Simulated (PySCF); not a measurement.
H₄Al₂F₂, singlet (PBE0/def2-SVP optimised geometry):

```
8

Al     1.420     0.000     0.000
Al    -1.420     0.000     0.000
F      0.000    -1.181    -0.004
H      2.109     0.002    -1.418
H      2.103    -0.002     1.421
F      0.000     1.181     0.000
H     -2.109     0.002    -1.418
H     -2.103    -0.002     1.421
```

Computed with PBE0/def2-TZVP run with PySCF 2.14.0.

Task: What are the frontier orbital energies and the dipole moment?

Result: HOMO-2 -10.26 eV, HOMO-1 -8.78 eV, HOMO -8.63 eV, LUMO -0.75 eV, LUMO+1 0.20 eV; dipole moment 0.00 D.

On the same geometry PySCF with PBE/def2-TZVP gives HOMO-2 -8.80 eV, HOMO-1 -7.46 eV, HOMO -7.30 eV, LUMO -1.55 eV, LUMO+1 -0.59 eV; dipole moment 0.00 D.

Meta-Löwdin charges at PBE0/def2-TZVP: Al1 0.78, Al2 0.78, F3 -0.49, H4 -0.15, H5 -0.15, F6 -0.49, H7 -0.15, H8 -0.15.
